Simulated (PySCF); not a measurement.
Geometry:
| atom | x (Å) | y (Å) | z (Å) |
| --- | --- | --- | --- |
| C1 | -1.159 | 2.980 | -0.807 |
| C2 | -0.628 | 1.890 | -0.752 |
| P3 | 0.163 | 0.294 | -0.745 |
| O4 | 0.889 | -0.035 | -2.012 |
| C5 | -1.200 | -0.849 | -0.360 |
| C6 | -2.010 | -0.562 | 0.893 |
| C7 | 1.263 | 0.334 | 0.693 |
| Si8 | 2.502 | -1.102 | 0.599 |
| H9 | -1.625 | 3.949 | -0.863 |
| H10 | -1.828 | -0.830 | -1.266 |
| H11 | -0.734 | -1.848 | -0.334 |
| H12 | -1.404 | -0.666 | 1.806 |
| H13 | -2.425 | 0.457 | 0.879 |
| H14 | -2.852 | -1.265 | 0.980 |
| H15 | 1.829 | 1.279 | 0.651 |
| H16 | 0.696 | 0.324 | 1.637 |
| H17 | 3.535 | -0.848 | -0.439 |
| H18 | 1.783 | -2.380 | 0.314 |
| H19 | 3.164 | -1.228 | 1.935 |

Geometry: PBE0-D3(BJ)/def2-SVP; GIAO absolute shieldings from PySCF 2.14, gas phase, non-relativistic, averaged over equivalent atoms.

At PBE0/pcSseg-1 (205 basis functions, 37 s wall time on 1 thread of an Arm Neoverse V1, shared host):
| atoms | σ (ppm) |
| --- | --- |
| C1 | 88.0 |
| C2 | 100.1 |
| C5 | 157.4 |
| C7 | 173.0 |
| C6 | 175.5 |
| P3 | 315.6 |
| O4 | 211.4 |
| Si8 | 426.0 |
| H17/H18/H19 | 27.29 |
| H9 | 28.54 |
| H11 | 29.45 |
| H10 | 29.63 |
| H15 | 29.80 |
| H16 | 30.21 |
| H12/H13/H14 | 30.29 |

Estimate the result of repeating the calculation with HF/pcSseg-1.

Answers


```tsv
atoms	σ at HF/pcSseg-1	change
C1	88.6	+0.6
C2	110.4	+10.3
C5	169.1	+11.7
C7	183.3	+10.3
C6	182.6	+7.1
P3	352.9	+37.3
O4	253.5	+42.1
Si8	457.9	+31.9
H17/H18/H19	27.89	+0.60
H9	28.45	-0.09
H11	30.09	+0.64
H10	30.16	+0.53
H15	30.51	+0.71
H16	31.06	+0.85
H12/H13/H14	30.67	+0.38
```

The largest change is at O4 (P=O oxygen). Cost: 205 basis functions, 18 s wall time on 1 thread of an Arm Neoverse V1, shared host. The order of the carbon signals changes between the two levels.
